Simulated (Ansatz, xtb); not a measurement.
Ranking isomers of C3H6F2O3S

5 gas-phase structures of C3H6F2O3S, from a drawn sample of its isomers (lower ones may exist). Each was relaxed with GFN2-xTB; where two conformers were screened, the lower at r2SCAN-D4/def2-SVP is listed:

A. `COS(=O)(=O)[C@H](F)CF`, a singlet
B. `O=S(=O)(O)C[C@H](F)CF`, a singlet
C. `CS(=O)(=O)COC(F)F`, a singlet
D. `CS(=O)(=O)OCC(F)F`, a singlet
E. `CS(=O)(=O)[C@H](F)OCF`, a singlet

Problem. Make a reasoned guess at their ranking by r2SCAN-D4/def2-SVP single-point energy.

Solution. Calculated order at r2SCAN-D4/def2-SVP: C (0.0), D (2.9), B (12.5), E (42.7), A (73.6) kJ/mol. Less than 1 kcal/mol parts C and D, so the order within that pair means little. CCSD(T)/def2-SVP + ΔMP2/def2-TZVPP after further relaxation puts B lowest instead.

Energies above the lowest of each column, in kJ/mol; the last columns are at PBE0-D3(BJ)/def2-SVP geometries (a dash: not run or not comparable):

| structure | GFN2-xTB | HF/STO-3G | r2SCAN-D4/def2-SVP | PBE0-D3(BJ)/def2-SVP | CCSD(T)/def2-SVP + ΔMP2/def2-TZVPP |
| --- | --- | --- | --- | --- | --- |
| C | 74.7 | 0.0 | 0.0 | 0.0 | 25.3 |
| D | 0.0 | 40.8 | 2.9 | 4.8 | 5.7 |
| B | 2.4 | 111.9 | 12.5 | 9.4 | 0.0 |
| E | 92.9 | 31.8 | 42.7 | 45.4 | 68.0 |
| A | 31.0 | 129.0 | 73.6 | 76.3 | – |

CCSD(T)/def2-SVP + ΔMP2/def2-TZVPP puts B lowest of those it was run on; GFN2-xTB picks D, HF/STO-3G picks C, r2SCAN-D4/def2-SVP picks C, PBE0-D3(BJ)/def2-SVP picks C. CCSD(T)/def2-SVP + ΔMP2/def2-TZVPP orders those it was run on as B (0.0), D (5.7), C (25.3), E (68.0) kJ/mol. Some further structures that were screened fall inside this span and aren't listed. Flexible structures stand in one conformer each, not always the lowest. Frequencies (GFN2-xTB) were run for B, C, D, E alone. The ΔMP2 step shifts differences by up to 28.6 kJ/mol, which makes them less sure. ΔMP2 is the change of the MP2 energy from the smaller to the larger basis.

Over these structures GFN2-xTB departs from r2SCAN-D4/def2-SVP by 38.9 kJ/mol on average once a common shift is removed. A GFN2-xTB relaxation took about 0.13 s and the r2SCAN-D4/def2-SVP energy about 2.7 s on a shared host (Ansatz 0.2.0, xtb 6.7.1).
